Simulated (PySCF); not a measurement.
**`C=C1C[C@@H]1CNC=O`, C6H9NO**

Geometry:
| atom | x (Å) | y (Å) | z (Å) |
| --- | --- | --- | --- |
| C1 | -2.663 | -0.060 | 1.040 |
| C2 | -1.709 | -0.164 | 0.153 |
| C3 | -0.952 | -0.982 | -0.794 |
| C4 | -0.607 | 0.483 | -0.570 |
| C5 | 0.675 | 0.814 | 0.167 |
| N6 | 1.840 | 0.634 | -0.677 |
| C7 | 2.662 | -0.424 | -0.547 |
| O8 | 2.578 | -1.274 | 0.303 |
| H9 | -3.293 | -0.897 | 1.293 |
| H10 | -2.862 | 0.868 | 1.553 |
| H11 | -0.265 | -1.719 | -0.403 |
| H12 | -1.414 | -1.269 | -1.728 |
| H13 | -0.857 | 1.183 | -1.361 |
| H14 | 0.799 | 0.137 | 1.015 |
| H15 | 0.651 | 1.846 | 0.531 |
| H16 | 1.950 | 1.258 | -1.460 |
| H17 | 3.460 | -0.422 | -1.314 |

Computed, not measured: GIAO B97-2/pcSseg-1 magnetisability, rotational g tensor and spin-rotation constants, non-relativistic, gas phase in PySCF. Geometry: GFN2-xTB.

Problem. Give the nuclear spin-rotation constants along the inertial axes (H = +C I·J) beside the isotropic shieldings.

Solution. Rotational constants 4.6721, 1.1050, 1.0435 GHz. A star marks the isotopologue with that one atom substituted, in its own axes.
```tsv
atom	isotope	Caa (kHz)	Cbb (kHz)	Ccc (kHz)	mean (kHz)	σ (ppm)
N6	14N	0.342	0.112	0.095	0.183	124.4
H9	1H	-0.198	0.030	-0.107	-0.092	26.1
H10	1H	-0.396	-0.005	-0.029	-0.143	26.0
H11	1H	-0.292	-0.033	-0.113	-0.146	30.5
H12	1H	-0.491	-0.120	0.011	-0.200	30.6
H13	1H	-0.493	-0.023	-0.077	-0.198	30.4
H14	1H	-0.446	-0.016	-0.046	-0.169	27.9
H15	1H	-0.504	0.003	-0.065	-0.189	28.7
H16	1H	-0.532	0.003	-0.062	-0.197	27.1
H17	1H	0.160	-0.088	-0.033	0.013	23.6
C1	13C*	1.142	0.401	0.234	0.592	78.2
C2	13C*	1.566	0.434	0.266	0.756	46.4
C3	13C*	0.573	0.166	0.127	0.289	175.2
C4	13C*	0.635	0.212	0.120	0.322	165.0
C5	13C*	0.770	0.228	0.173	0.391	143.8
C7	13C*	2.089	0.354	0.306	0.916	27.9
O8	17O*	-1.767	-0.604	-0.206	-0.859	-61.4
```
For the geometry as given, no vibrational averaging.

Problem. How do the rotational constants and the g tensor change when H9, H10, H11, H12, H13, H14, H15, H16, H17 are replaced by deuterium?

Solution. Constants 3.7985, 0.9864, 0.9354 GHz; g -0.0219, -0.0098, -0.0048, against -0.0251, -0.0110, -0.0056 before.
